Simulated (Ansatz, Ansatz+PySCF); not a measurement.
```xyz
3

N     0.0004    0.4374   -0.3870
H     0.0035    1.3105    0.2261
O     0.0044   -0.5300    0.3151
```

Basis set: def2-SVP (spherical functions). Left uncorrelated: 2 orbitals. Charge 0, multiplicity 1.

Computed with Ansatz (development build ahead of 0.2.0); each method stands on the lowest determinant of its kind that the runs found. Restricted open shells among the atoms or ions are ROHF, correlated in semicanonical orbitals with singles.

The atomization energy at this shape (free ground-state atoms in the same class of orbitals less the molecule, no zero-point energy) of singlet HNO:

| method | atomization energy |
| --- | --- |
| RHF-CCSD(T) | 772.5 kJ/mol |
| UHF-CCSD(T) | 769.0 kJ/mol |
| RHF-MP2 | 794.1 kJ/mol |
| UHF-MP2 | 735.8 kJ/mol |
| UHF | 340.4 kJ/mol |

**Question.** What does RHF give?

**Answer.** 352.2 kJ/mol. Caution for UHF-CCSD(T), UHF-MP2, UHF: the determinant breaks the point group; the unrestricted determinant is spin contaminated. Caution for UHF-MP2: another reference gives a lower total.
